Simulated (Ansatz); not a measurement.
`BCB(B)F`, charge 0, multiplicity 1.

Problem. Give a relaxed structure at PBE0-D4/def2-TZVP (Ansatz 0.2.0). (Best estimate.)

Solution. Computed: 
Cartesian coordinates in Å:
```
B 1.1352 0.9656 -1.0034
C 0.2847 0.8948 0.2875
B -0.8553 -0.1775 0.0642
B -0.7755 -1.7111 0.7422
F -1.8972 0.1866 -0.6879
H 2.1366 0.3180 -1.1115
H 0.7760 1.6306 -1.9306
H -0.2547 1.8354 0.4550
H 0.8778 0.6175 1.1631
H -0.2035 -2.6107 0.1941
H -1.2242 -1.9491 1.8272
```
This is one stationary point; other conformers may exist.
